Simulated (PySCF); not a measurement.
Spectra and structures to be paired. Level of theory: PySCF 2.14.0, density-fitted response routines, TDDFT wB97X-D/def2-SVPD, vertical, gas phase, core orbitals frozen in the response. Geometries: GFN2-xTB; one conformer of each isolated species. Triplets are in the Tamm–Dancoff approximation. Ions are computed without counter-ions or solvent.

A. `FC(F)(F)[SiH2]P`
B. `FC(F)[Si@@H]1C[C@@H]1[C@H](F)Cl`
C. `C[PH+]1CCC1`
D. `O=C(Cl)c1ccccc1`
E. `CC[Si@@H](O)P`

Lowest singlet levels (six at most, fewer where fewer were computed) with oscillator strengths:

1. 191 nm (f 0.279); 183 nm (f 0.014); 177 nm (f 0.029); 170 nm (f 0.011); 167 nm (f 0.002); 162 nm (f 0.002); T1 5.17 eV
2. 154 nm (f 0.012); 144 nm (f 0.023); 144 nm (f 0.000); 137 nm (f 0.027); 134 nm (f 0.002); 132 nm (f 0.050); T1 7.62 eV
3. 188 nm (f 0.050); 173 nm (f 0.201); 169 nm (f 0.046); 163 nm (f 0.029); 155 nm (f 0.025); 151 nm (f 0.065); T1 5.77 eV
4. 193 nm (f 0.016); 180 nm (f 0.017); 171 nm (f 0.057); 168 nm (f 0.169); 165 nm (f 0.226); 155 nm (f 0.036); T1 5.77 eV
5. 267 nm (f 0.000); 250 nm (f 0.024); 230 nm (f 0.298); 204 nm (f 0.000); 193 nm (f 0.001); 184 nm (f 0.204); T1 3.78 eV

Task: Match each spectrum to its molecule.

Result: 1 = B, 2 = C, 3 = A, 4 = E, 5 = D.
- A: S1 at 6.59 eV, HOMO→LUMO (60%), HOMO→LUMO+2 (25%), HOMO→LUMO+1 (9%); Löwdin shares by element: HOMO phosphorus 66%, hydrogen 14% or more, silicon 14%; LUMO silicon 34%, phosphorus 29%, hydrogen 21% or more (atoms not listed hold the other 16%); HOMO -9.95 and LUMO 1.23 eV.
- B: S1 at 6.48 eV, HOMO→LUMO (87%); Löwdin shares by element: HOMO carbon 45% or more, silicon 27%, chlorine 11% (atoms not listed hold the other 17%); LUMO silicon 34%, carbon 21% or more, hydrogen 10% or more (atoms not listed hold the other 35%); HOMO -9.50 and LUMO 1.09 eV.
- C: S1 at 8.07 eV, HOMO→LUMO (92%); Löwdin shares by element: HOMO carbon 52% or more, phosphorus 16% (atoms not listed hold the other 32%); LUMO phosphorus 38%, carbon 26% or more, hydrogen 10% or more (atoms not listed hold the other 26%); HOMO -16.12 and LUMO -3.06 eV; point group Cs, 1 of its 6 listed states under f = 0.0005.
- D: S1 at 4.64 eV, HOMO-2→LUMO (87%), HOMO-2→LUMO+3 (8%); Löwdin shares by element: HOMO carbon 77% or more (atoms not listed hold the other 23%); LUMO carbon 45% or more, oxygen 18% (atoms not listed hold the other 37%); HOMO -9.83 and LUMO -0.60 eV; point group Cs, 2 of its 6 listed states under f = 0.0005.
- E: S1 at 6.42 eV, HOMO→LUMO (55%), HOMO→LUMO+1 (22%), HOMO→LUMO+4 (8%); Löwdin shares by element: HOMO phosphorus 58%, silicon 16%, hydrogen 11% or more; LUMO silicon 25%, oxygen 20%, phosphorus 16%, hydrogen 11% or more (atoms not listed hold the other 27%); HOMO -9.11 and LUMO 1.65 eV.
A and B have S1 within 0.12 eV of each other; their strongest listed levels stand at 7.16 eV (f 0.201) and 6.48 eV (f 0.279).
B and E have S1 within 0.06 eV of each other; their strongest listed levels stand at 6.48 eV (f 0.279) and 7.54 eV (f 0.226).
